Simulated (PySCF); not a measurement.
## KTe⁺: frontier orbitals

BP86 at R = 3.689 Å; PySCF, scalar-relativistic core potentials, basis sets K def2-SVP, Te def2-SVP with ECP28. State: ³Σ⁻ (triplet), unpaired electrons π ↑↑. Only the outer orbitals are listed, counted within each symmetry, core potentials removing the inner ones.

| spin | orbital | occ. | ε (eV) | on K (%) | main shells (%) |
| --- | --- | --- | --- | --- | --- |
| α | 7σ | 1 | -40.75 | 100 | 100 K s |
| α | 4π | 1 | -24.53 | 100 | 100 K p |
| α | 4π | 1 | -24.53 | 100 | 100 K p |
| α | 8σ | 1 | -24.48 | 100 | 100 K p |
| α | 9σ | 1 | -19.89 | 1 | 99 Te s |
| α | 5π | 1 | -10.81 | 1 | 99 Te p |
| α | 5π | 1 | -10.81 | 1 | 99 Te p |
| α | 10σ | 1 | -10.17 | 5 | 94 Te p |
| α | 11σ | 0 | -5.35 | 98 | 99 K s |
| α | 6π | 0 | -3.48 | 98 | 97 K p |
| α | 6π | 0 | -3.48 | 98 | 97 K p |
| β | 7σ | 1 | -40.75 | 100 | 100 K s |
| β | 4π | 1 | -24.53 | 100 | 100 K p |
| β | 4π | 1 | -24.53 | 100 | 100 K p |
| β | 8σ | 1 | -24.48 | 100 | 100 K p |
| β | 9σ | 1 | -18.61 | 1 | 99 Te s |
| β | 10σ | 1 | -9.62 | 8 | 92 Te p |
| β | 5π | 0 | -9.16 | 1 | 99 Te p |
| β | 5π | 0 | -9.16 | 1 | 99 Te p |
| β | 11σ | 0 | -5.31 | 98 | 98 K s |

Question: Which are the highest filled and the lowest empty level, where do they sit, and how wide is the gap?

Answer: Highest filled β 10σ at -9.62 eV (in %: 92 Te p); lowest empty β 5π at -9.16 eV (in %: 99 Te p); the gap at BP86 is 0.46 eV.

The bond order (Mayer) is 0.29. The ⟨S²⟩ is 2.002 and the charge on K (Mulliken, basis-dependent) is 0.85. The charge on K (Löwdin, basis-dependent) is 0.72. The dipole moment (positive dipole points towards Te; it is taken about the centre of mass and depends on that origin) is -11.48 D.

Spin–orbit coupling is left out. The state is the lowest determinant that a PBE0 search found; another state may lie lower at other levels.
